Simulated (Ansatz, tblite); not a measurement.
Cost and result up the ladder for Si5H2 (7 atoms). Total charge 0; singlet. Geometry: B3LYP-D4/def2-SVP.

```xyz
7

Si    0.7024   -1.2074   -0.6304
Si   -1.1125   -1.0757    0.8207
Si   -0.3870    0.6084   -1.5964
Si   -0.7024    1.2073    0.6304
Si    1.4995    0.4673    0.7756
H     1.3816   -2.3751   -1.2403
H    -1.3816    2.3751    1.2403
```

Ansatz on 4 threads of Arm Neoverse V2 on a shared host; xTB runs through tblite on one thread. Times are rough, summed over both states, and most runs start from the orbitals of an earlier one. No level here is sound enough to serve as a yardstick. The other state is a doublet.

The xTB rows come from tblite. Another isomer (singlet) lies 0.08 eV lower at PBE0-D4/def2-TZVP; other spin states weren't run for this one.

Raw xTB energies of ions are shifted by several eV.

| level | functions | wall time | vertical IE (eV) | remarks |
| --- | --- | --- | --- | --- |
| GFN1-xTB | 49 | 0.01 s | 11.79 | – |
| GFN2-xTB | 47 | 0.013 s | 9.62 | – |
| PBE-D4/def2-TZVP (with forces) | 197 | 11 s | 8.00 | – |
| PBE0-D4/def2-TZVP | 197 | 17 s | 8.01 | restricted SCF unstable in HF (singlet) |
